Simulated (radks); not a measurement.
Results of a calculation; reference values are marked as such.
Sb III, configuration [Kr] 4d10 5s2 5p1.

Code: a radial shooting solver on a logarithmic mesh with Libxc functionals. Model: scalar-relativistic Kohn-Sham, LDA (Slater exchange, VWN5 correlation), spin-polarised, spherical densities, point nucleus; open shells are filled with parallel spins first (spin-orbit coupling, left out, can overturn this in heavy ions).

Energy parts (eV):
total: -176196.058
kinetic: 184238.879
electron-nucleus: -425391.944
Hartree: 69421.754
exchange-correlation: -4464.747

Orbitals (lengths in bohr, moments of r in powers of bohr):
orbital  occ.  eigenvalue (eV)   <1/r>     <r^2>
1s up       1        -30289.61   54.27  0.001096
1s down     1        -30289.58   54.27  0.001096
2s up       1        -4625.919   12.40   0.01776
2s down     1        -4625.904   12.40   0.01776
2p up       3        -4157.286   11.91   0.01402
2p down     3        -4157.262   11.91   0.01402
3s up       1        -921.3630   4.416    0.1253
3s down     1        -921.3347   4.416    0.1253
3p up       3        -768.5839   4.205    0.1257
3p down     3        -768.5531   4.205    0.1257
3d up       5        -534.7433   3.975    0.1108
3d down     5        -534.7148   3.975    0.1108
4s up       1        -167.0550   1.763    0.7073
4s down     1        -166.9930   1.763    0.7070
4p up       3        -120.1565   1.605    0.8296
4p down     3        -120.0845   1.605    0.8287
4d up       5         -52.0486   1.297     1.246
4d down     5         -51.9053   1.300     1.238
5s up       1         -30.1526  0.6213     4.879
5s down     1         -29.4061  0.6245     4.856
5p up       1         -20.7612  0.5159     6.917
5p down     0         -19.9625  0.5157     6.975
6s up       0          -9.8775  0.2783     24.38
5d up       0          -9.8259  0.3426     15.42
6s down     0          -9.5847  0.2714     25.34
5d down     0          -9.2477  0.3311     16.48
6p up       0          -7.2954  0.2322     35.43
6p down     0          -7.1162  0.2270     36.87
4f up       0          -4.7191  0.2312     33.80
4f down     0          -4.4410  0.2113     39.76

The highest occupied level is 5p up at -20.761 eV. Spin moment in Bohr magnetons: 1. The density falls to 0.001 e/bohr^3 at r = 3.86 bohr. For comparison, the ionisation energy in NIST's Atomic Spectra Database is 25.324 eV (measured). In exact Kohn-Sham theory the highest level is minus the ionisation energy, but local and semilocal functionals leave it too shallow, through self-interaction and a potential that decays too fast; potentials with the right tail come closer. Summed over all electrons, <r^2> = 37.70 bohr^2, which gives a Langevin (diamagnetic) susceptibility term of -29.9 x 10^-6 cm^3/mol.
